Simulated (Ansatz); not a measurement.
Ansatz (a program for electronic structure) input (PBE/6-31G*):

Ansatz 0.2 input:
```yaml
crystal:
  periodic: [false, false, false]
  atoms:
    - {symbol: C, position_ang: [-1.20549100, -0.27413500, -0.01142600]}
    - {symbol: C, position_ang: [0.10214600, 0.02322800, 0.00096800]}
    - {symbol: C, position_ang: [1.29544700, 0.29459200, 0.01227800]}
    - {symbol: H, position_ang: [-1.60592400, -1.04784100, 0.64194200]}
    - {symbol: H, position_ang: [-1.88926300, 0.25301700, -0.67507000]}
    - {symbol: H, position_ang: [2.34257800, 0.53271500, 0.02220300]}
basis:
  gaussian:
    orbitals: 6-31G*
hamiltonian:
  xc: {name: PBE}
total_charge: 1
relax: {f_tol: 0.003, max_steps: 120}
```

From the output:

```
these checks for a lower state are left out or cut short: starts, cluster_reference, orbital_swaps, neighbouring_geometries, increment
integrals: 0.01 GiB planned
621 factors; their error is unknown
mean field: 0.09 GiB planned
mean field -3143.74941515 eV, -115.5306600967 hartree, gradient 1.6e-5 eV, S^2 0.000000; 0 other end points of the search recorded, 0 dependent functions left out
the calculation of the forces begins
reference -3143.74943597 eV, -115.5306608618 hartree; 10, 10 occupied and 41, 41 virtual orbitals, 621 factors
relax step   4: F+E_penalty+E_count = -3143.74941515 eV  Δ(F+E_penalty+E_count) = -2.431e-6 eV  max|allowed force component| = 3.068e-3 eV/Å  Δτ_max = 0.0002 Å  (19 SCF iters, accepted)
these checks for a lower state are left out or cut short: starts, cluster_reference, orbital_swaps, neighbouring_geometries, increment
integrals: 0.01 GiB planned
621 factors; their error is unknown
mean field: 0.09 GiB planned
mean field -3143.74941519 eV, -115.5306600985 hartree, gradient 2.0e-5 eV, S^2 0.000000; 0 other end points of the search recorded, 0 dependent functions left out
the calculation of the forces begins
reference -3143.74943601 eV, -115.5306608636 hartree; 10, 10 occupied and 41, 41 virtual orbitals, 621 factors
relax step   5: F+E_penalty+E_count = -3143.74941519 eV  Δ(F+E_penalty+E_count) = -4.727e-8 eV  max|allowed force component| = 2.033e-4 eV/Å  Δτ_max = 0.0000 Å  (17 SCF iters, accepted)
integrals: 0.01 GiB planned
621 factors; their error is unknown
mean field: 0.09 GiB planned
mean field -3143.74941519 eV, -115.5306600985 hartree, gradient 1.9e-5 eV, S^2 0.000000; 1 other end points of the search recorded, 0 dependent functions left out
the calculation of the forces begins
reference -3143.74943601 eV, -115.5306608636 hartree; 10, 10 occupied and 41, 41 virtual orbitals, 621 factors
Total energy: -3143.74943601 eV, -115.5306608636 hartree
Atom 0 at    -1.217236    -0.276807    -0.011538 Å, force     0.000203     0.000046     0.000002 eV/Å
Atom 1 at     0.102929     0.023406     0.000975 Å, force    -0.000093    -0.000021    -0.000001 eV/Å
Atom 2 at     1.315298     0.299106     0.012466 Å, force     0.000016     0.000004     0.000000 eV/Å
Atom 3 at    -1.624848    -1.058736     0.648109 Å, force    -0.000052    -0.000031     0.000018 eV/Å
Atom 4 at    -1.910923     0.254684    -0.681621 Å, force    -0.000060     0.000006    -0.000020 eV/Å
Atom 5 at     2.374274     0.539923     0.022504 Å, force    -0.000015    -0.000003    -0.000000 eV/Å
Dipole moment:    -0.057831    -0.013151    -0.000548 e Å
```

The dipole moment of an ion depends on the origin.

The geometry given is a B3LYP-D3(BJ)/def2-TZVP minimum.
